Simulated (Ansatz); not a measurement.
One change: `C=CC` becomes `C/C=[CH]/[AlH2]`.

Ansatz, PBE0-D4/def2-TZVP geometries, multiplicity 1. 

| property | `C=CC` |
| --- | --- |
| zero-point energy (PBE0-D4/def2-TZVP) / kJ/mol | 209.3 |
| HOMO–LUMO gap (ωB97M-V/def2-TZVPP) / eV | 12.21 |
| LUMO energy (ωB97M-V/def2-TZVPP) / eV | 2.57 |
| size of the dipole moment (B3LYP/def2-TZVPP) / D | 0.42 |
| HOMO–LUMO gap (PBE/def2-TZVPP) / eV | 5.64 |
| HOMO energy (PBE/def2-TZVPP) / eV | -6.24 |

Q: Give the same properties after the change, and the shifts. (Best estimate.)

A: Ansatz gave: 
```
                                        property  `C/C=[CH]/[AlH2]`  shift
  zero-point energy (PBE0-D4/def2-TZVP) / kJ/mol              218.0    8.7
         HOMO–LUMO gap (ωB97M-V/def2-TZVPP) / eV              10.07  -2.14
           LUMO energy (ωB97M-V/def2-TZVPP) / eV               0.21  -2.36
size of the dipole moment (B3LYP/def2-TZVPP) / D               1.55   1.13
             HOMO–LUMO gap (PBE/def2-TZVPP) / eV               4.33  -1.31
               HOMO energy (PBE/def2-TZVPP) / eV              -6.60  -0.36
```

With PBE0 the HOMO falls by 0.29 eV and the LUMO falls by 1.92 eV, so the gap narrows by about 1.63 eV. PBE moves the HOMO by -0.36 eV and ωB97M-V by -0.22 eV. The zero-point energy changes by 8.7 kJ/mol with +6 modes. Dipoles are sizes alone; their direction can turn.

B3LYP here is the variant with VWN-RPA as its local correlation; programs differ in this.
